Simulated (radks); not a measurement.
All-electron atom: Mo+ in [Kr] 4d5. Method: scalar-relativistic Kohn-Sham, PBEsol, spin-polarised, spherical densities, point nucleus; open shells are filled with parallel spins first (spin-orbit coupling, left out, can overturn this in heavy ions); computed with a radial shooting solver on a logarithmic mesh with Libxc functionals.

Local quantities along the radius. ELF = 1/(1 + alpha^2) is the electron localisation function; alpha = (tau - tau_W)/tau_unif compares the Pauli kinetic energy density with that of the uniform gas (summed over spins); 4 pi r^2 rho is in e/bohr. tau is taken from the large components.

r (bohr)    ELF    alpha  4 pi r^2 rho
0.001815  1.000  0.02164         2.411
0.002383  1.000  0.02238         3.858
0.003128  0.999  0.02383         6.082
0.004138  0.999  0.02638         9.519
0.005432  0.999  0.03041         14.33
0.00713   0.999  0.03698         20.86
0.009433  0.998  0.04852         29.31
0.01238   0.995  0.06884         38.48
0.01638   0.988   0.1102         47.16
0.0215    0.962   0.1979         52.37
0.02823   0.861   0.4024         52.48
0.03735   0.568   0.8712         48.18
0.04902   0.325    1.442         44.93
0.06486   0.378    1.283         49.22
0.08514   0.638   0.7525         59.98
0.1117    0.771   0.5453         65.63
0.1479    0.640   0.7507         56.21
0.1941    0.315    1.476         42.80
0.2547    0.396    1.234         43.21
0.3371    0.722   0.6202         50.06
0.4424    0.760   0.5613         40.80
0.5854    0.417    1.183         20.79
0.7684    0.203    1.984         11.69
1.009     0.654   0.7267         11.63
1.334     0.764   0.5553         9.466
1.752     0.592   0.8307         5.119
2.299     0.348    1.368         2.115
3.042     0.162    2.277        0.7042
3.993     0.047    4.515        0.1799
5.283     0.006    13.07       0.02698
6.934     0.000    59.88      0.002089

On this mesh the ELF has minima near r = 0.056, 0.22, 0.77 bohr, which separate the shells, and maxima near 0.11 (0.77), 0.39 (0.78), 1.2 (0.77).
